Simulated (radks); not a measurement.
Task: Coherent X-ray form factor from a spherical all-electron density. Method: scalar-relativistic Kohn-Sham, r2SCAN, spin-unpolarised, spherical densities, finite nucleus; meta-GGA in the generalised Kohn-Sham scheme; Fermi nuclear charge, rms radius of each element as measured or else 0.836 A^(1/3) + 0.57 fm; computed with a radial shooting solver on a logarithmic mesh with Libxc functionals.

| sin(theta)/lambda (1/angstrom) | f0 (electrons) |
|---|---|
| 0.05 | 22.799 |
| 0.1 | 22.215 |
| 0.15 | 21.302 |
| 0.2 | 20.138 |
| 0.25 | 18.810 |
| 0.3 | 17.405 |
| 0.4 | 14.644 |
| 0.5 | 12.249 |
| 0.6 | 10.366 |
| 0.8 | 7.983 |
| 1 | 6.744 |
| 1.25 | 5.778 |
| 1.5 | 4.945 |
| 2 | 3.433 |

The species is in the configuration that NIST lists as its ground one. Which atom or ion scatters so?

Result: The cobalt ion Co4+, [Ar] 3d5. Extrapolating in s^2 from the first two rows gives f0(0) = 23.0, near the electron count 23; among species with that count, the fall with angle is slower the higher Z, and the table is that of Z = 27; from so few rows the species is fixed only to a neighbour or two.
